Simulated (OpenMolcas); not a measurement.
Pm4+.

```json
{
  "Program": "OpenMolcas",
  "Method": "CASSCF",
  "Basis": "ANO-RCC-VTZP [8s7p5d3f2g1h]",
  "Scalar Hamiltonian": "DKH3, point nucleus",
  "Active space": "3 electrons in 7 orbitals (4f)",
  "State averaging": "2S+1 = 4 odd, 35 roots (30 in the spin-orbit step); 2S+1 = 2 odd, 112 roots (56 in the spin-orbit step)",
  "Spin-orbit coupling": "state interaction with AMFI integrals over the reference wave functions, term energies averaged over their components"
}
```

Levels without dynamic correlation, in cm-1 above 4f3 4I* 9/2:

```csv
Level,E
4f3 2H* 9/2 [70 %],17983
4f3 4F* 3/2,17820
4f3 4S* 3/2,20315
4f3 2G* 7/2 [74 %],25107
4f3 4G* 5/2,27182
4f3 2K* 13/2,27350
```

On this reference, SS-CASPT2, IPEA 0.25 Eh, imaginary shift 0.1 Eh (closed shells correlated: 5s 5p) puts 4f3 2H* 9/2 [70 %] at 15940 cm-1.

**Question.** Estimate the other levels at that method by one scale factor, and say how well it serves.

**Answer.** The factor is 15940 / 17983 = 0.886. Scaled values beside those that SS-CASPT2 gives:
```tsv
Level	Scaled	SS-CASPT2	Miss (%)
4f3 4F* 3/2	15789	15420	+2.4
4f3 4S* 3/2	17999	17890	+0.6
4f3 2G* 7/2 [74 %]	22245	22540	-1.3
4f3 4G* 5/2	24083	23910	+0.7
4f3 2K* 13/2	24232	25560	-5.2
```
For these levels the scaled values miss SS-CASPT2 by up to 5.2 %, as correlation changes each term by its own factor, spin-orbit parts do not scale and CASPT2 has its own spread within terms. This holds within one configuration; levels of others move differently, and the target method has errors of its own against measurement.

CASPT2 breaks the degeneracy within a term, and the mean is taken; among the terms shown or strongly mixed into the levels shown the widest spread is 280 cm-1 (4f3 4G*, SS-CASPT2). High states are left out of the spin-orbit mixing, which shifts the levels that they would mix with. Without dynamic correlation excited terms often stand tens of per cent too high (terms of higher spin than the ground term too low), and those without a measured partner can miss by more than the paired ones (holds for CASSCF). The CASPT2 spread within a term exceeds the gap to the next term for 4f3 4G* and 4f3 2K*, so the order of their levels is uncertain (holds for SS-CASPT2). Levels of configurations outside the active space are missing.

A share in square brackets marks a mixed level and gives the weight of the term that names it, the lowest over the columns. * marks odd parity.
